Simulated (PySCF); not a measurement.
# C2H6N, SMILES `C[N]C` (charge 0, multiplicity 2)

The numbers are results of PySCF with TPSSh-D3(BJ)/def2-TZVP // PBE0-D3(BJ)/def2-TZVP, not measurements.

| Item | Result |
|---|---|
| highest occupied spin orbital | -6.38 eV |
| dipole moment | 1.71 D |
| total energy | -134.5746 Ha |
| cost | about 3 core-minutes (a rough figure) |

Bonds (Å): C1–N2 1.427, C1–H4 1.102, C1–H5 1.102, C1–H6 1.091, N2–C3 1.427, C3–H7 1.102, C3–H8 1.102, C3–H9 1.091. Bond angles (°): N2–C1–H4 111.2, N2–C1–H5 111.2, N2–C1–H6 110.8, H4–C1–H5 106.1, H4–C1–H6 108.7, H5–C1–H6 108.7, C1–N2–C3 111.7, N2–C3–H7 111.1, N2–C3–H8 111.3, N2–C3–H9 110.8, H7–C3–H8 106.1, H7–C3–H9 108.7, H8–C3–H9 108.7.
Charge 0, spin multiplicity 2.
